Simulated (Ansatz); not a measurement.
One change: `[GaH2][C]1=NC1` becomes `C1=NC1`.

Ansatz, PBE0-D4/def2-TZVP geometries, multiplicity 1. 

Scalar relativity is left out up to krypton.

```json
{"property": "HOMO–LUMO gap (ωB97M-V/def2-TZVPP) / eV", "`[GaH2][C]1=NC1`": "9.07"}
{"property": "HOMO energy (ωB97M-V/def2-TZVPP) / eV", "`[GaH2][C]1=NC1`": "-9.47"}
{"property": "size of the dipole moment (PBE/def2-TZVPP) / D", "`[GaH2][C]1=NC1`": "2.11"}
{"property": "LUMO energy (B3LYP/def2-TZVPP) / eV", "`[GaH2][C]1=NC1`": "-2.37"}
{"property": "size of the dipole moment (ωB97M-V/def2-TZVPP) / D", "`[GaH2][C]1=NC1`": "2.38"}
{"property": "HOMO energy (PBE0/def2-TZVPP) / eV", "`[GaH2][C]1=NC1`": "-7.25"}
```

(1) What does the change do to each property? (Best estimate.)

## Answers

(1) The calculation gave: 
```tsv
property	`C1=NC1`	shift
HOMO–LUMO gap (ωB97M-V/def2-TZVPP) / eV	12.08	3.01
HOMO energy (ωB97M-V/def2-TZVPP) / eV	-10.31	-0.84
size of the dipole moment (PBE/def2-TZVPP) / D	2.05	-0.06
LUMO energy (B3LYP/def2-TZVPP) / eV	-0.83	1.54
size of the dipole moment (ωB97M-V/def2-TZVPP) / D	2.17	-0.21
HOMO energy (PBE0/def2-TZVPP) / eV	-7.98	-0.73
```

With PBE0 the HOMO falls by 0.73 eV and the LUMO rises by 1.53 eV, so the gap widens by about 2.26 eV. PBE moves the HOMO by -0.57 eV and ωB97M-V by -0.84 eV. The zero-point energy changes by -9.2 kJ/mol with -6 modes. Dipoles are sizes alone; their direction can turn.

B3LYP here is the variant with VWN-RPA as its local correlation; programs differ in this.
